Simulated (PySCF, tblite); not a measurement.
Isomers of C3H11N2PSi2, one GFN2-xTB conformer each. Single-point energies are computed at PBE0/pcSseg-1 (PySCF, gas phase, no added dispersion term), electronic only.

```
                 SMILES  GFN2-xTB relative energy (kJ/mol)
    N#C[SiH2]CCN[SiH2]P                                0.0
CC#C[Si@@](N)(P)[SiH2]N                               37.9
```

Conformers: `[N:1]#[C:2][SiH2:3][CH2:4][CH2:5][NH:6][SiH2:7][PH2:8]` with C2–Si3–C4–C5 -170°, Si3–C4–C5–N6 -57°, C4–C5–N6–Si7 -74°, C5–N6–Si7–P8 -35°, N6–Si7–P8–H -72° and -165°; `[CH3:1][C:2]#[C:3][Si@@:4]([NH2:5])([PH2:6])[SiH2:7][NH2:8]` with C3–Si4–N5–H 149° and -71°, C3–Si4–P6–H -38° and 55°, C3–Si4–Si7–N8 -90°, Si4–Si7–N8–H -44° and 176°.

Task: What does PBE0/pcSseg-1 give for the same structures?

Result: 
| SMILES | PBE0/pcSseg-1 E (Eh) | PBE0/pcSseg-1 (kJ/mol) | GFN2-xTB (kJ/mol) | point group |
| --- | --- | --- | --- | --- |
| CC#C[Si@@](N)(P)[SiH2]N | -1150.07495 | 0.0 | 37.9 | C1 |
| N#C[SiH2]CCN[SiH2]P | -1150.07306 | 5.0 | 0.0 | C1 |

GFN2-xTB puts N#C[SiH2]CCN[SiH2]P lowest instead. As drawn, the lower has a C≡C bond and an Si–Si bond, which the higher lacks; the higher has a C≡N group, which the lower lacks. Neighbours under 10 kJ/mol apart (CC#C[Si@@](N)(P)[SiH2]N and N#C[SiH2]CCN[SiH2]P) can change places with a better method, another conformer or zero-point energy.

Task: Which frontier levels, dipoles and rotational constants go with these structures?

Result: 
| SMILES | HOMO (eV, PBE0/pcSseg-1) | LUMO (eV) | dipole (D) | A, B, C (MHz) |
| --- | --- | --- | --- | --- |
| CC#C[Si@@](N)(P)[SiH2]N | -6.73 | -0.59 | 0.90 | 1156, 723.1, 604.6 |
| N#C[SiH2]CCN[SiH2]P | -7.27 | -0.38 | 4.28 | 2546, 437.0, 421.3 |

Task: What happens when harmonic zero-point energies from GFN2-xTB frequencies are added?

Result: 
| SMILES | ZPE (kJ/mol) | electronic (kJ/mol) | with ZPE (kJ/mol) |
| --- | --- | --- | --- |
| CC#C[Si@@](N)(P)[SiH2]N | 345.9 | 0.0 | 0.0 |
| N#C[SiH2]CCN[SiH2]P | 341.8 | 5.0 | 0.9 |

The zero-point energies span 4.1 kJ/mol. The order is unchanged.

Task: As an exercise, what shares would exp(−E/RT) give at 1000 K from these electronic energies alone (no entropy, no degeneracies)?

Result: RT = 8.314 kJ/mol: CC#C[Si@@](N)(P)[SiH2]N 64.5 %, N#C[SiH2]CCN[SiH2]P 35.5 %.
